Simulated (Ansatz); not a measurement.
Consider the atomization: `BO[SiH](O)[SiH3]` → B• + 7 H• + 2 O• + 2 Si•.

Computed with Ansatz on PBE0-D4/def2-TZVP structures; ΔE is electronic, products minus reactants. CCSD(T)/CBS is the MP2 limit (def2-TZVPP, def2-QZVPP) plus CCSD(T) − MP2 in def2-TZVPP, frozen cores. This one scheme is used for every species, atoms too. DFT in def2-TZVPP. B3LYP here is the variant with VWN-RPA as its local correlation; programs differ in this. No spin–orbit coupling; open shells (•) take unrestricted orbitals. Spin–orbit coupling would lower the free atoms: a little for B, O, Si. One conformer a species, not always the lowest.

| level | ΔE (kcal/mol) | difference from CCSD(T)/CBS |
| --- | --- | --- |
| PBE-D4 | 1017.8 | -1.6 |
| r2SCAN-D4 | 1019.1 | -0.3 |
| PBE0-D4 | 1005.4 | -14.0 |
| B3LYP-D4 | 1016.6 | -2.8 |
| ωB97X-V | 1022.6 | 3.2 |
| B2PLYP | 1006.2 | -13.2 |
| PBE0 | 1000.1 | -19.3 |
| B3LYP | 1006.6 | -12.8 |
| MP2/def2-TZVPP | 1005.1 | -14.3 |
| CCSD/def2-TZVPP | 980.3 | -39.1 |
| CCSD(T)/def2-TZVPP | 992.0 | -27.4 |
| HF/def2-QZVPP | 767.2 | -252.2 |
| MP2/def2-QZVPP | 1021.6 | 2.2 |
| SCS-MP2/def2-QZVPP | 1023.9 | 4.5 |
| HF/CBS(def2) | 767.5 | -251.9 |
| CCSD/CBS(def2) | 1007.7 | -11.7 |
| CCSD(T)/CBS | 1019.4 | 0 |

Largest T1 diagnostic among the species: 0.014.

The D4 term adds +10.0 kcal/mol with B3LYP and +5.3 kcal/mol with PBE0; it sums over pairs of atoms, weighted by their polarisabilities, and B3LYP, whose exchange is more repulsive, gets the larger term. In def2-TZVPP, CCSD(T) changes the Hartree–Fock value by +227.1 kcal/mol (the triples alone add +11.7 kcal/mol) and MP2 by +240.2 kcal/mol; breaking electron pairs costs correlation energy, which Hartree–Fock lacks.

For atomizations the MP2-based limit and the directly extrapolated one differ by several kJ/mol either way, and by 10 to 25 for some Ge, Se and Sn compounds, so smaller differences from it don't rank the levels.
